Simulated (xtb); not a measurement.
xtb input (GFN1-xTB):

```bash
xtb mol.xyz --gfn 1 --sp --chrg 0 --uhf 0
```
mol.xyz:
```
8

B      0.03767239    -0.37990635     0.23172172
Cl    -0.11424814     1.15213283    -0.70273688
N      1.32756109    -0.90789549     0.41621217
N     -1.14193215    -0.96407540     0.72558585
H      1.51454279    -1.75583646     0.92197170
H      2.14438842    -0.45755879     0.04577666
H     -1.16028309    -1.81668760     1.25706908
H     -2.04419423    -0.55284725     0.57051477
```

End of the output:

```
         :::::::::::::::::::::::::::::::::::::::::::::::::::::
         ::                     SUMMARY                     ::
         :::::::::::::::::::::::::::::::::::::::::::::::::::::
         :: total energy             -14.341422174844 Eh    ::
         :: gradient norm              0.010264595193 Eh/a0 ::
         :: HOMO-LUMO gap              6.473488892654 eV    ::
         ::.................................................::
         :: SCC energy               -14.474715300740 Eh    ::
         :: -> electrostatic           0.036274832379 Eh    ::
         :: repulsion energy           0.135537508065 Eh    ::
         :: dispersion energy         -0.002244382169 Eh    ::
         :: halogen bond corr.         0.000000000000 Eh    ::
         :: add. restraining           0.000000000000 Eh    ::
         :: total charge              -0.000000000000 e     ::
         :::::::::::::::::::::::::::::::::::::::::::::::::::::

           -------------------------------------------------
          |                Property Printout                |
           -------------------------------------------------

    * Orbital Energies and Occupations

         #    Occupation            Energy/Eh            Energy/eV
      -------------------------------------------------------------
         1        2.0000           -0.8809870             -23.9729
         2        2.0000           -0.7609835             -20.7074
         3        2.0000           -0.7566623             -20.5898
         4        2.0000           -0.5894153             -16.0388
         5        2.0000           -0.5725973             -15.5812
         6        2.0000           -0.5610287             -15.2664
         7        2.0000           -0.5191250             -14.1261
         8        2.0000           -0.4856063             -13.2140
         9        2.0000           -0.4824345             -13.1277
        10        2.0000           -0.4480516             -12.1921
        11        2.0000           -0.4384742             -11.9315
        12        2.0000           -0.4112752             -11.1914 (HOMO)
        13                         -0.1733789              -4.7179 (LUMO)
        14                         -0.1250092              -3.4017
        15                         -0.1182710              -3.2183
        16                         -0.1085108              -2.9527
        17                         -0.0683276              -1.8593
Note: The following floating-point exceptions are signalling: IEEE_DENORMAL
normal termination of xtb
        18                         -0.0486869              -1.3248
        19                         -0.0123414              -0.3358
        20                         -0.0114661              -0.3120
        21                         -0.0102257              -0.2783
        22                          0.0221719               0.6033
        23                          0.2091169               5.6904
       ...                                ...                  ...
        29                          0.7104821              19.3332
      -------------------------------------------------------------
                  HL-Gap            0.2378963 Eh            6.4735 eV
             Fermi-level           -0.2923270 Eh           -7.9546 eV

  Mulliken/CM5 charges         n(s)   n(p)   n(d)
     1B     0.45403  0.36155   0.837  1.709  0.000
     2Cl   -0.29790 -0.22624   1.937  5.376 -0.015
     3N    -0.50439 -0.89036   1.423  4.081  0.000
     4N    -0.50439 -0.89036   1.423  4.081  0.000
     5H     0.21128  0.40941   0.789  0.000  0.000
     6H     0.21505  0.41330   0.785  0.000  0.000
     7H     0.21128  0.40941   0.789  0.000  0.000
     8H     0.21505  0.41330   0.785  0.000  0.000

Wiberg/Mayer (AO) data.
largest (>0.10) Wiberg bond orders for each atom

 ---------------------------------------------------------------------------
     #   Z sym  total        # sym  WBO       # sym  WBO       # sym  WBO
 ---------------------------------------------------------------------------
     1   5 B    3.414 --     3 N    1.224     4 N    1.224     2 Cl   0.925
     2  17 Cl   1.013 --     1 B    0.925
     3   7 N    3.178 --     1 B    1.224     5 H    0.930     6 H    0.929
     4   7 N    3.178 --     1 B    1.224     7 H    0.930     8 H    0.929
     5   1 H    0.956 --     3 N    0.930
     6   1 H    0.961 --     3 N    0.929
     7   1 H    0.956 --     4 N    0.930
     8   1 H    0.961 --     4 N    0.929
 ---------------------------------------------------------------------------

Topologies differ in total number of bonds
Writing topology from bond orders to xtbtopo.mol

 dipole moment from electron density (au)
     X       Y       Z
   0.1276  -1.2871   0.7851  total (Debye):    3.846

           -------------------------------------------------
          | TOTAL ENERGY              -14.341422174844 Eh   |
          | GRADIENT NORM               0.010264595193 Eh/α |
          | HOMO-LUMO GAP               6.473488892654 eV   |
           -------------------------------------------------

------------------------------------------------------------------------
------------------------------------------------------------------------
 total:
 SCF:
```
